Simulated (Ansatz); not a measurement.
A made-up structure of LiSiH2Se, doublet:

| atom | x (Å) | y (Å) | z (Å) |
| --- | --- | --- | --- |
| Li1 | 0.4203 | 0.2764 | -0.6671 |
| Se2 | 1.2810 | -0.8050 | 1.0567 |
| Si3 | -1.0083 | -1.1763 | 0.8577 |
| H4 | -1.0948 | -0.0669 | -0.6540 |
| H5 | 0.4006 | 1.8644 | -0.5887 |

It is relaxed with PBE-D4/def2-SVP and then PBE0-D4/def2-TZVP (Ansatz 0.2.0). Atoms count as bonded within 1.22 times the sum of their covalent radii (H–H: 0.88 Å). The end point is not checked to be a true minimum.

Does its bonding change? (Judge from chemistry; the calculation decides.)

The calculation gives: Yes. Formed: Se2–H5, Si3–H4; broken: Li1–H5.

Where it ends: The first stage lowers the energy by 1.89 eV in 22 steps. It ends as LiSiH₂Se ([H]1[Li]2[SeH][Si]12):
```
5
angstrom
Li 0.0697 -0.2602 -1.4770
Se 1.3144 0.1357 0.5476
Si -0.8427 -1.0529 0.7472
H -1.4105 -0.2632 -0.5156
H 0.8680 1.5333 0.7024
```

Labels in which every atom is bracketed show which atoms are joined, not bond orders.

For scale, one of the runs: PBE0-D4/def2-TZVP relaxation, 111 basis functions, launched by `ansatz run in.yaml --threads 2 --pin off --events-out ev --progress --plain --max-ram 4352MiB`. The run took about 35 s on 2 CPU threads of an Arm Neoverse V1 (shared host).
